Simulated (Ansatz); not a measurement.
Molecular dynamics of CH₅AlF₂Si

Input:

```yaml
crystal:
  periodic: [false, false, false]
  atoms:
    - { symbol: F, position_ang: [-0.735629, -2.498106, 0.684148] }
    - { symbol: C, position_ang: [-0.46091, -1.145807, 0.854185] }
    - { symbol: Si, position_ang: [-0.042404, 0.001089, -0.625603] }
    - { symbol: F, position_ang: [0.579151, -0.67315, -2.100952] }
    - { symbol: Al, position_ang: [1.15026, 1.502281, 0.527971] }
    - { symbol: H, position_ang: [0.374842, -1.192273, 1.60627] }
    - { symbol: H, position_ang: [-1.307174, -0.633948, 1.313695] }
    - { symbol: H, position_ang: [-1.307248, 0.655959, -0.916142] }
    - { symbol: H, position_ang: [0.746189, 1.421428, 2.04016] }
    - { symbol: H, position_ang: [1.988773, 2.599388, -0.18378] }
magnetization:
  spin_polarized: true
basis:
  gaussian: { orbitals: STO-3G }
hamiltonian:
  xc: pbe0
md:
  timestep: 0.5
  n_steps: 210
  ensemble: nve
  temperature: 2000.0
  initial_velocities: maxwell_boltzmann
  seed: 436092
```

Launched with:

```bash
$ ansatz run input.yaml --threads 1 --pin off --max-ram 2048MiB --backend cpu --events-out ev --progress --plain --runs-dir out
```

It goes on from the last frame of an earlier run, with new velocities.

Output, in part (one step line in 3, the closing report, with atoms numbered from 0):

```
md step     0: t =     0.00 fs  T =  2000.0 K  F+E_penalty+E_count = -20751.49002403 eV  E_kin = 2.068160 eV  conserved = -20749.42186404 eV  (23 SCF iters)
md step     3: t =     1.50 fs  T =  1770.4 K  F+E_penalty+E_count = -20751.25034279 eV  E_kin = 1.830687 eV  conserved = -20749.41965611 eV  (26 SCF iters)
md step     6: t =     3.00 fs  T =  1298.0 K  F+E_penalty+E_count = -20750.75866416 eV  E_kin = 1.342283 eV  conserved = -20749.41638097 eV  (26 SCF iters)
md step     9: t =     4.50 fs  T =  1016.5 K  F+E_penalty+E_count = -20750.46586201 eV  E_kin = 1.051162 eV  conserved = -20749.41469973 eV  (26 SCF iters)
md step    12: t =     6.00 fs  T =  1107.0 K  F+E_penalty+E_count = -20750.56243982 eV  E_kin = 1.144700 eV  conserved = -20749.41773955 eV  (27 SCF iters)
md step    15: t =     7.50 fs  T =  1284.7 K  F+E_penalty+E_count = -20750.74683132 eV  E_kin = 1.328529 eV  conserved = -20749.41830230 eV  (28 SCF iters)
md step    18: t =     9.00 fs  T =  1402.8 K  F+E_penalty+E_count = -20750.87090042 eV  E_kin = 1.450626 eV  conserved = -20749.42027433 eV  (28 SCF iters)
md step    21: t =    10.50 fs  T =  1323.9 K  F+E_penalty+E_count = -20750.78642549 eV  E_kin = 1.369052 eV  conserved = -20749.41737315 eV  (26 SCF iters)
md step    24: t =    12.00 fs  T =  1315.6 K  F+E_penalty+E_count = -20750.77707271 eV  E_kin = 1.360458 eV  conserved = -20749.41661460 eV  (26 SCF iters)
md step    27: t =    13.50 fs  T =  1481.7 K  F+E_penalty+E_count = -20750.95059383 eV  E_kin = 1.532150 eV  conserved = -20749.41844395 eV  (27 SCF iters)
md step    30: t =    15.00 fs  T =  1593.8 K  F+E_penalty+E_count = -20751.06772350 eV  E_kin = 1.648155 eV  conserved = -20749.41956866 eV  (26 SCF iters)
md step    33: t =    16.50 fs  T =  1503.3 K  F+E_penalty+E_count = -20750.97306908 eV  E_kin = 1.554584 eV  conserved = -20749.41848507 eV  (26 SCF iters)
md step    36: t =    18.00 fs  T =  1437.1 K  F+E_penalty+E_count = -20750.90031506 eV  E_kin = 1.486079 eV  conserved = -20749.41423636 eV  (24 SCF iters)
md step    39: t =    19.50 fs  T =  1742.3 K  F+E_penalty+E_count = -20751.22252575 eV  E_kin = 1.801655 eV  conserved = -20749.42087029 eV  (26 SCF iters)
md step    42: t =    21.00 fs  T =  1786.9 K  F+E_penalty+E_count = -20751.26983222 eV  E_kin = 1.847821 eV  conserved = -20749.42201145 eV  (26 SCF iters)
md step    45: t =    22.50 fs  T =  1345.7 K  F+E_penalty+E_count = -20750.80991918 eV  E_kin = 1.391604 eV  conserved = -20749.41831490 eV  (26 SCF iters)
md step    48: t =    24.00 fs  T =   891.4 K  F+E_penalty+E_count = -20750.33581332 eV  E_kin = 0.921766 eV  conserved = -20749.41404714 eV  (26 SCF iters)
md step    51: t =    25.50 fs  T =   903.2 K  F+E_penalty+E_count = -20750.35060309 eV  E_kin = 0.933932 eV  conserved = -20749.41667129 eV  (26 SCF iters)
md step    54: t =    27.00 fs  T =  1112.7 K  F+E_penalty+E_count = -20750.57037465 eV  E_kin = 1.150637 eV  conserved = -20749.41973791 eV  (26 SCF iters)
md step    57: t =    28.50 fs  T =  1219.3 K  F+E_penalty+E_count = -20750.67796856 eV  E_kin = 1.260831 eV  conserved = -20749.41713765 eV  (26 SCF iters)
md step    60: t =    30.00 fs  T =  1383.8 K  F+E_penalty+E_count = -20750.85066119 eV  E_kin = 1.430959 eV  conserved = -20749.41970211 eV  (26 SCF iters)
md step    63: t =    31.50 fs  T =  1483.5 K  F+E_penalty+E_count = -20750.95138077 eV  E_kin = 1.534096 eV  conserved = -20749.41728429 eV  (26 SCF iters)
md step    66: t =    33.00 fs  T =  1661.0 K  F+E_penalty+E_count = -20751.13658162 eV  E_kin = 1.717611 eV  conserved = -20749.41897079 eV  (26 SCF iters)
md step    69: t =    34.50 fs  T =  1763.7 K  F+E_penalty+E_count = -20751.24320146 eV  E_kin = 1.823756 eV  conserved = -20749.41944518 eV  (26 SCF iters)
md step    72: t =    36.00 fs  T =  1722.4 K  F+E_penalty+E_count = -20751.19963785 eV  E_kin = 1.781110 eV  conserved = -20749.41852798 eV  (26 SCF iters)
md step    75: t =    37.50 fs  T =  1625.5 K  F+E_penalty+E_count = -20751.10013351 eV  E_kin = 1.680911 eV  conserved = -20749.41922274 eV  (26 SCF iters)
md step    78: t =    39.00 fs  T =  1504.9 K  F+E_penalty+E_count = -20750.97334592 eV  E_kin = 1.556152 eV  conserved = -20749.41719375 eV  (27 SCF iters)
md step    81: t =    40.50 fs  T =  1526.1 K  F+E_penalty+E_count = -20750.99709231 eV  E_kin = 1.578100 eV  conserved = -20749.41899231 eV  (28 SCF iters)
md step    84: t =    42.00 fs  T =  1517.0 K  F+E_penalty+E_count = -20750.98884868 eV  E_kin = 1.568739 eV  conserved = -20749.42010983 eV  (27 SCF iters)
md step    87: t =    43.50 fs  T =  1303.9 K  F+E_penalty+E_count = -20750.76629255 eV  E_kin = 1.348369 eV  conserved = -20749.41792316 eV  (27 SCF iters)
md step    90: t =    45.00 fs  T =  1135.1 K  F+E_penalty+E_count = -20750.58808910 eV  E_kin = 1.173760 eV  conserved = -20749.41432887 eV  (27 SCF iters)
md step    93: t =    46.50 fs  T =  1368.8 K  F+E_penalty+E_count = -20750.83357667 eV  E_kin = 1.415452 eV  conserved = -20749.41812466 eV  (27 SCF iters)
md step    96: t =    48.00 fs  T =  1592.4 K  F+E_penalty+E_count = -20751.06880171 eV  E_kin = 1.646704 eV  conserved = -20749.42209759 eV  (28 SCF iters)
md step    99: t =    49.50 fs  T =  1415.8 K  F+E_penalty+E_count = -20750.88162165 eV  E_kin = 1.464071 eV  conserved = -20749.41755060 eV  (27 SCF iters)
md step   102: t =    51.00 fs  T =  1323.1 K  F+E_penalty+E_count = -20750.78399707 eV  E_kin = 1.368224 eV  conserved = -20749.41577306 eV  (27 SCF iters)
md step   105: t =    52.50 fs  T =  1535.4 K  F+E_penalty+E_count = -20751.00735835 eV  E_kin = 1.587748 eV  conserved = -20749.41961035 eV  (27 SCF iters)
md step   108: t =    54.00 fs  T =  1647.5 K  F+E_penalty+E_count = -20751.12254927 eV  E_kin = 1.703669 eV  conserved = -20749.41888015 eV  (26 SCF iters)
md step   111: t =    55.50 fs  T =  1650.3 K  F+E_penalty+E_count = -20751.12384465 eV  E_kin = 1.706530 eV  conserved = -20749.41731426 eV  (26 SCF iters)
md step   114: t =    57.00 fs  T =  1718.6 K  F+E_penalty+E_count = -20751.19480506 eV  E_kin = 1.777138 eV  conserved = -20749.41766688 eV  (26 SCF iters)
md step   117: t =    58.50 fs  T =  1813.8 K  F+E_penalty+E_count = -20751.29488519 eV  E_kin = 1.875581 eV  conserved = -20749.41930458 eV  (26 SCF iters)
md step   120: t =    60.00 fs  T =  1719.8 K  F+E_penalty+E_count = -20751.19944237 eV  E_kin = 1.778446 eV  conserved = -20749.42099668 eV  (25 SCF iters)
md step   123: t =    61.50 fs  T =  1366.5 K  F+E_penalty+E_count = -20750.82917647 eV  E_kin = 1.413105 eV  conserved = -20749.41607147 eV  (26 SCF iters)
md step   126: t =    63.00 fs  T =  1223.5 K  F+E_penalty+E_count = -20750.68327684 eV  E_kin = 1.265232 eV  conserved = -20749.41804533 eV  (26 SCF iters)
md step   129: t =    64.50 fs  T =  1186.2 K  F+E_penalty+E_count = -20750.64434788 eV  E_kin = 1.226642 eV  conserved = -20749.41770612 eV  (24 SCF iters)
md step   132: t =    66.00 fs  T =  1237.4 K  F+E_penalty+E_count = -20750.69507507 eV  E_kin = 1.279613 eV  conserved = -20749.41546223 eV  (26 SCF iters)
md step   135: t =    67.50 fs  T =  1596.7 K  F+E_penalty+E_count = -20751.06793408 eV  E_kin = 1.651166 eV  conserved = -20749.41676794 eV  (26 SCF iters)
md step   138: t =    69.00 fs  T =  2077.9 K  F+E_penalty+E_count = -20751.56979948 eV  E_kin = 2.148734 eV  conserved = -20749.42106532 eV  (26 SCF iters)
md step   141: t =    70.50 fs  T =  2164.2 K  F+E_penalty+E_count = -20751.65970388 eV  E_kin = 2.237999 eV  conserved = -20749.42170477 eV  (26 SCF iters)
md step   144: t =    72.00 fs  T =  1887.8 K  F+E_penalty+E_count = -20751.36759443 eV  E_kin = 1.952104 eV  conserved = -20749.41549004 eV  (26 SCF iters)
md step   147: t =    73.50 fs  T =  1813.8 K  F+E_penalty+E_count = -20751.29564076 eV  E_kin = 1.875637 eV  conserved = -20749.42000352 eV  (26 SCF iters)
md step   150: t =    75.00 fs  T =  1615.1 K  F+E_penalty+E_count = -20751.08816728 eV  E_kin = 1.670107 eV  conserved = -20749.41806024 eV  (26 SCF iters)
md step   153: t =    76.50 fs  T =  1388.0 K  F+E_penalty+E_count = -20750.85151549 eV  E_kin = 1.435285 eV  conserved = -20749.41623081 eV  (27 SCF iters)
md step   156: t =    78.00 fs  T =  1363.2 K  F+E_penalty+E_count = -20750.82632861 eV  E_kin = 1.409632 eV  conserved = -20749.41669697 eV  (26 SCF iters)
md step   159: t =    79.50 fs  T =  1473.2 K  F+E_penalty+E_count = -20750.94265274 eV  E_kin = 1.523366 eV  conserved = -20749.41928692 eV  (28 SCF iters)
md step   162: t =    81.00 fs  T =  1424.1 K  F+E_penalty+E_count = -20750.89195222 eV  E_kin = 1.472628 eV  conserved = -20749.41932437 eV  (27 SCF iters)
md step   165: t =    82.50 fs  T =  1302.9 K  F+E_penalty+E_count = -20750.76334862 eV  E_kin = 1.347329 eV  conserved = -20749.41601984 eV  (28 SCF iters)
md step   168: t =    84.00 fs  T =  1366.5 K  F+E_penalty+E_count = -20750.83349940 eV  E_kin = 1.413067 eV  conserved = -20749.42043232 eV  (27 SCF iters)
md step   171: t =    85.50 fs  T =  1233.2 K  F+E_penalty+E_count = -20750.69273078 eV  E_kin = 1.275229 eV  conserved = -20749.41750187 eV  (27 SCF iters)
md step   174: t =    87.00 fs  T =  1136.6 K  F+E_penalty+E_count = -20750.59080856 eV  E_kin = 1.175310 eV  conserved = -20749.41549828 eV  (27 SCF iters)
md step   177: t =    88.50 fs  T =  1360.2 K  F+E_penalty+E_count = -20750.82286674 eV  E_kin = 1.406597 eV  conserved = -20749.41626965 eV  (26 SCF iters)
md step   180: t =    90.00 fs  T =  1764.7 K  F+E_penalty+E_count = -20751.24654522 eV  E_kin = 1.824826 eV  conserved = -20749.42171958 eV  (26 SCF iters)
md step   183: t =    91.50 fs  T =  1780.5 K  F+E_penalty+E_count = -20751.26088620 eV  E_kin = 1.841177 eV  conserved = -20749.41970916 eV  (27 SCF iters)
md step   186: t =    93.00 fs  T =  1656.7 K  F+E_penalty+E_count = -20751.12852887 eV  E_kin = 1.713153 eV  conserved = -20749.41537562 eV  (26 SCF iters)
md step   189: t =    94.50 fs  T =  1826.4 K  F+E_penalty+E_count = -20751.30781906 eV  E_kin = 1.888631 eV  conserved = -20749.41918831 eV  (26 SCF iters)
md step   192: t =    96.00 fs  T =  1921.8 K  F+E_penalty+E_count = -20751.40644192 eV  E_kin = 1.987335 eV  conserved = -20749.41910648 eV  (26 SCF iters)
md step   195: t =    97.50 fs  T =  1861.5 K  F+E_penalty+E_count = -20751.34366736 eV  E_kin = 1.924927 eV  conserved = -20749.41874027 eV  (26 SCF iters)
md step   198: t =    99.00 fs  T =  1726.3 K  F+E_penalty+E_count = -20751.20230865 eV  E_kin = 1.785106 eV  conserved = -20749.41720229 eV  (26 SCF iters)
md step   201: t =   100.50 fs  T =  1670.9 K  F+E_penalty+E_count = -20751.14648364 eV  E_kin = 1.727854 eV  conserved = -20749.41862989 eV  (26 SCF iters)
md step   204: t =   102.00 fs  T =  1600.1 K  F+E_penalty+E_count = -20751.07248064 eV  E_kin = 1.654617 eV  conserved = -20749.41786352 eV  (25 SCF iters)
md step   207: t =   103.50 fs  T =  1542.4 K  F+E_penalty+E_count = -20751.01400052 eV  E_kin = 1.595013 eV  conserved = -20749.41898734 eV  (26 SCF iters)
md step   210: t =   105.00 fs  T =  1405.6 K  F+E_penalty+E_count = -20750.87158378 eV  E_kin = 1.453457 eV  conserved = -20749.41812653 eV  (24 SCF iters)
Total energy: -20750.87160024 eV, -762.5804658629 hartree
Atom 0 at    -1.032578    -2.487388     0.206296 Å, force    -2.283773    -1.366901     0.139352 eV/Å
Atom 1 at    -0.122101    -1.677832     0.797021 Å, force     4.562487     1.371654     1.272765 eV/Å
Atom 2 at     0.048002    -0.078378    -0.276441 Å, force    -3.048603     1.861156     4.122292 eV/Å
Atom 3 at     0.457065    -0.653279    -1.635643 Å, force     1.844903    -1.921109    -5.334805 eV/Å
Atom 4 at     1.121077     1.832239     0.240867 Å, force     2.694738     2.253252     0.002877 eV/Å
Atom 5 at     0.872579    -2.295638     0.887554 Å, force    -1.237924     1.329755    -0.577855 eV/Å
Atom 6 at    -0.185680    -1.292255     1.857514 Å, force    -1.524308    -0.968488    -0.235586 eV/Å
Atom 7 at    -1.331990     0.477182    -0.515066 Å, force     0.534810    -0.841108     0.365612 eV/Å
Atom 8 at     2.590086     1.898808    -0.403611 Å, force    -1.672033     0.010284     0.806207 eV/Å
Atom 9 at     0.673305     3.207377     0.908002 Å, force     0.129701    -1.728496    -0.560859 eV/Å
Dipole moment:     0.084450     0.193888     0.331653 e Å
```

The run went to its last step. The conserved energy stayed within 0.78 meV per atom of its start (net change 0.37 meV per atom), so the integration is sound. A run of 0.1 ps of so small a system gives no equilibrium averages. Limits of this set-up: minimal basis.

The same pairs are bonded in the first frame and the last. Pairs count as bonded within 1.25 times the sum of covalent radii (0.12 Å more for H–H).

Last frame:

```xyz
10
Properties=species:S:1:pos:R:3
F -1.033 -2.487 0.206
C -0.122 -1.678 0.797
Si 0.048 -0.078 -0.276
F 0.457 -0.653 -1.636
Al 1.121 1.832 0.241
H 0.873 -2.296 0.888
H -0.186 -1.292 1.857
H -1.332 0.477 -0.515
H 2.590 1.899 -0.404
H 0.673 3.207 0.908
```

Run time: 11 min on 1 thread of Arm Neoverse V2, on a shared host, peak memory 0.14 GiB.
